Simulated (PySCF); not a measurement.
## Correlation energy of B⁺ (boron, charge +1)

[He] 2s1 3d1, high-spin 3D determinant (an excited configuration). Computed with PySCF 2.14 in aug-cc-pVTZ, with no relativity, point nucleus. Frozen: 1s2; 2 electrons correlated.

With two correlated electrons CCSD is exact within the correlated space (frozen core and kept virtual orbitals).

| level | correlation energy (mhartree) |
| --- | --- |
| CCSD | -7.84 |

Diagnostics: T1 = 0.0081, D1 = 0.0160, largest double amplitude 0.078.

The outer electron is Rydberg-like, and this basis confines it to a smaller radius and binds it less than a complete one would.

Cost of the coupled-cluster step: of the order of 0.3 core-seconds, for 2 correlated electrons.
